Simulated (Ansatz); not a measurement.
Input file for C6H8O3Zr, SMILES `[OH][Zr]([OH])([OH])[c]1ccccc1`:

```yaml
crystal:
  periodic: [false, false, false]
  atoms:
    - {symbol: O, position_ang: [1.126403, -2.602679, -1.553576]}
    - {symbol: Zr, position_ang: [1.062920, -1.828406, 0.204348]}
    - {symbol: O, position_ang: [0.030171, -2.899417, 1.421983]}
    - {symbol: O, position_ang: [2.800354, -1.349582, 0.884103]}
    - {symbol: C, position_ang: [-0.040822, 0.104592, -0.001929]}
    - {symbol: C, position_ang: [0.565007, 1.341823, 0.247572]}
    - {symbol: C, position_ang: [-0.131365, 2.535262, 0.109653]}
    - {symbol: C, position_ang: [-1.461082, 2.519171, -0.283923]}
    - {symbol: C, position_ang: [-2.089401, 1.308092, -0.537422]}
    - {symbol: C, position_ang: [-1.384026, 0.121605, -0.396320]}
    - {symbol: H, position_ang: [1.166179, -3.148119, -2.332418]}
    - {symbol: H, position_ang: [-0.291824, -3.500885, 2.085625]}
    - {symbol: H, position_ang: [3.722026, -1.390544, 1.120104]}
    - {symbol: H, position_ang: [1.605452, 1.381020, 0.558914]}
    - {symbol: H, position_ang: [0.363205, 3.480018, 0.309934]}
    - {symbol: H, position_ang: [-2.008297, 3.449240, -0.392348]}
    - {symbol: H, position_ang: [-3.129898, 1.290504, -0.844384]}
    - {symbol: H, position_ang: [-1.904991, -0.811688, -0.599928]}
basis:
  gaussian: {orbitals: def2-TZVPP}
correlation: {method: ccsd_t}
output: {orbitals: {seedname: orbitals}}
```

```sh
$ ansatz run in.yaml --threads 4 --pin off --events-out ev --progress --plain --max-ram 46080MiB --backend cuda --devices 0, --max-vram 37GiB
```

The program prints (abridged):

```
Functional definition: HF
2769 factors; integrals over basis functions are off by at most 1.1e-3 eV
mean field evaluation 1: about -13685.2405 eV, gradient 7.9e1 eV
mean field evaluation 2: about -13685.6968 eV, gradient 7.9e1 eV
mean field evaluation 4: about -13697.6064 eV, gradient 6.1e0 eV
mean field evaluation 8: about -13697.7591 eV, gradient 4.0e-1 eV
mean field evaluation 16: about -13697.7600 eV, gradient 1.6e-6 eV
mean field -13697.76003967 eV, -503.3833967828 hartree, gradient 1.6e-6 eV, S^2 0.000000; 0 other end points of the search recorded, 0 dependent functions left out; unrestricted orbitals would lower it
9 core orbitals not correlated: weight in the atoms' cores, before any rotation towards them, 1.000 or more for the frozen orbitals, at most 0.000 for the correlated occupied ones
reference -13697.76003967 eV, -503.3833967828 hartree; 31, 31 occupied and 407, 407 virtual orbitals, 2769 factors
second order -54.97937190 eV of doubles, -0.00000000 eV of singles
cycle   1  -53.62470417 eV  change     1.4e0 eV  update   2.0e-1
cycle   2  -54.99905339 eV  change    -1.4e0 eV  update   7.1e-2
cycle   3  -55.37084786 eV  change   -3.7e-1 eV  update   3.3e-2
cycle   4  -55.36022506 eV  change    1.1e-2 eV  update   1.0e-2
cycle   5  -55.34740494 eV  change    1.3e-2 eV  update   4.1e-3
cycle   6  -55.35071181 eV  change   -3.3e-3 eV  update   1.3e-3
cycle   7  -55.35065295 eV  change    5.9e-5 eV  update   4.5e-4
cycle   8  -55.35020110 eV  change    4.5e-4 eV  update   1.9e-4
cycle   9  -55.35026170 eV  change   -6.1e-5 eV  update   6.8e-5
cycle  10  -55.35035093 eV  change   -8.9e-5 eV  update   2.9e-5
cycle  11  -55.35027680 eV  change    7.4e-5 eV  update   1.2e-5
perturbative correction -2.65780693 eV, -0.0976726031 hartree
Total energy: -13755.76812341 eV, -505.5151545407 hartree
```

It took 69 s on 4 threads of an AMD EPYC 7R13 on a shared host and a share of an NVIDIA H100 80 GB, with 0.96 GiB of host memory at the peak.

MP2 recovers 94.8 % of the CCSD(T) correlation energy and the triples give 4.6 %; T1 = 0.0149.
